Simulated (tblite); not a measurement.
CH₆NOSSi₃ (doublet state).
Atom-mapped SMILES: `[N:1]#[C:2][SiH2:3][S:4][SiH2:5][O:6][SiH2:7]` (hydrogens: H8, H9 on Si3; H10, H11 on Si5; H12, H13 on Si7)

Structure optimised with GFN2-xTB, isolated species. This method treats the open shell by occupation alone, without spin polarisation.

What internal coordinates does the optimisation give?

| bond | length (pm) | order |
| --- | --- | --- |
| N1≡C2 | 114.6 | triple |
| C2–Si3 | 186.7 | single |
| Si3–S4 | 213.5 | single |
| S4–Si5 | 216.9 | single |
| Si5–O6 | 160.1 | single |
| O6–Si7 | 163.9 | single |
| Si3–H8, Si3–H9 | 145.7 | single |
| Si5–H10, Si5–H11 | 144.9 | single |
| Si7–H12, Si7–H13 | 145.3 | single |

Bonds in one row agree within 1 pm and their mean is given. Orders are formal, as drawn. A selection of angles:
| angle | degrees |
| --- | --- |
| N1–C2–Si3 | 179.2 |
| C2–Si3–S4 | 110.7 |
| C2–Si3–H8 | 105.8 |
| C2–Si3–H9 | 106.8 |
| S4–Si3–H8 | 109.7 |
| S4–Si3–H9 | 108.0 |
| H8–Si3–H9 | 115.8 |
| Si3–S4–Si5 | 106.7 |
| S4–Si5–O6 | 109.6 |
| S4–Si5–H10 | 108.7 |
| S4–Si5–H11 | 102.6 |
| O6–Si5–H10 | 107.6 |
| O6–Si5–H11 | 109.2 |
| H10–Si5–H11 | 118.8 |
| Si5–O6–Si7 | 162.3 |
| O6–Si7–H12 | 107.2 |
| H12–Si7–H13 | 117.9 |

Dihedral angles: C2–Si3–S4–Si5 11° (synperiplanar); Si3–S4–Si5–O6 -69° (synclinal); S4–Si5–O6–Si7 -4° (synperiplanar). The mirror-image conformer, all signs reversed, is as good.

The 2 S–Si bonds span 2.135 Å (Si3–S4, drawn single) to 2.169 Å (S4–Si5, drawn single), a spread of 0.034 Å. Si7 (silicon bonded to O and 2 H) is pyramidal (angles 117.9°, 107.2° and 106.7°, sum 331.8°, 0.47 Å off the plane of its three neighbours). The 2 O–Si bonds span 1.601 Å (Si5–O6, drawn single) to 1.639 Å (O6–Si7, drawn single), a spread of 0.038 Å. Si3 (silicon bonded to C, S and 2 H) is distorted tetrahedral (angles from 105.8° to 115.8°). Si5 (silicon bonded to O, S and 2 H) is distorted tetrahedral (angles from 102.6° to 118.8°). O6 (oxygen bonded to 2 Si) is bent (angle 162.3°). Of the pairs four or more bonds apart, C2···Si7 is among the closest relative to their van der Waals radii: 3.86 Å, 102 % of the sum of Bondi's values.

Point group: C1 (no symmetry element, even within 0.4 Å). GFN2-xTB frequencies show an imaginary mode (31i cm⁻¹), so the point is no minimum at that level. Torsions: C2–Si3–S4–Si5 11°, Si3–S4–Si5–O6 -69°, S4–Si5–O6–Si7 -4°, Si5–O6–Si7–H -38° and 89°.

These are computed values.
